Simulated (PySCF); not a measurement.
**Electron correlation in N⁺ (nitrogen, charge +1)**

[He] 2s2 2p1 3s1, high-spin 3P determinant (an excited configuration). Calculation: PySCF 2.14, in x2c-TZVPPall with one added diffuse shell each of s, p, d type (6s4p3d1f, 40 functions); scalar relativity by spin-free X2C-1e. Frozen: 1s2; 4 electrons correlated.

```csv
level,correlation energy (mhartree)
CCSD,-89.50
(T),-2.78
CCSD(T),-92.28
CCSDT,-92.70
```

Diagnostics: T1 = 0.011, D1 = 0.0288, largest double amplitude 0.126.

Q: Is a single reference adequate?

A: Mostly. T1 lies below 0.03, but a double amplitude of this size points to a near-degeneracy that CCSD handles and MP2 describes poorly.
